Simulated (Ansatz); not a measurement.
System: CH3AlF, charge 1, singlet. CH3AlF+ (SMILES [Al+]([F])[CH3]).
B3LYP-D3(BJ)/def2-TZVP minimum from Ansatz (a first-principles code):
```xyz
6

Al     0.0001    -0.1021     0.0684
C     -0.0022     1.4873    -0.9953
H     -0.7308     2.1858    -0.5791
H     -0.2744     1.2229    -2.0190
H      0.9975     1.9257    -0.9716
F      0.0021    -1.4367     0.9614
```
Charge +1, spin multiplicity 1.

Total energies in cc-pV(T+d)Z, 16 correlated electrons, 7 frozen orbitals. Radicals and triplets start from unrestricted determinants; spin-orbit coupling is neglected. Correlated methods leave the cores frozen. No relativity. The spin of CH3AlF+ ([CH3][Al+][F], singlet) was assumed, and the state is the lowest solution found for it.

```json
[
 {"method": "HF", "program": "Ansatz", "energy (Eh)": "-380.83738", "minus CCSDT(Q) (mEh)": "519.21"},
 {"method": "MP2", "program": "Ansatz", "energy (Eh)": "-381.32297", "minus CCSDT(Q) (mEh)": "33.62"},
 {"method": "CCSD", "program": "Ansatz", "energy (Eh)": "-381.33886", "minus CCSDT(Q) (mEh)": "17.74"},
 {"method": "CCSD(T)", "program": "Ansatz", "energy (Eh)": "-381.35541", "minus CCSDT(Q) (mEh)": "1.18"},
 {"method": "CCSDT(Q)", "program": "Ansatz", "energy (Eh)": "-381.35659", "minus CCSDT(Q) (mEh)": "0.00"}
]
```

Rough core times of Ansatz's runs on a shared machine: CCSD(T) under 20 s, CCSDT(Q) 50 min.
